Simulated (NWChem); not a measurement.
**SbH2Cl (SMILES [H][Sb]([H])[Cl]): name the method**

SbH2Cl has 4 atoms, charge 0, and is taken as a singlet. As SMILES, `[H][Sb]([H])[Cl]`. Geometry: a GFN2-xTB relaxation, a rough one for these elements and not checked as a minimum.

```xyz
4

Sb    0.0579    0.1138    0.8142
H     1.4517    0.1209   -0.1639
H    -0.5700    1.3384   -0.1883
Cl   -0.9396   -1.5731   -0.4620
```

A calculation with NWChem 7.3.0 gave:

The total energy is -6707.1396 Eh and the dipole moment is 3.00 D. The HOMO energy is -7.68 eV. The LUMO energy is 5.79 eV. The HOMO–LUMO gap is 13.47 eV and the largest force is 2.208 eV/Å.

Q: Which of these levels gave the numbers?
A. PBE0/def2-SVPD (core potential)
B. PBE0/def2-SVP (core potential)
C. HF/STO-3G
D. CAM-B3LYP/def2-TZVP (core potential)

A: C. The others give -701.3774 Eh (PBE0/def2-SVPD (core potential)), -701.6890 Eh (CAM-B3LYP/def2-TZVP (core potential)), -701.3666 Eh (PBE0/def2-SVP (core potential)).
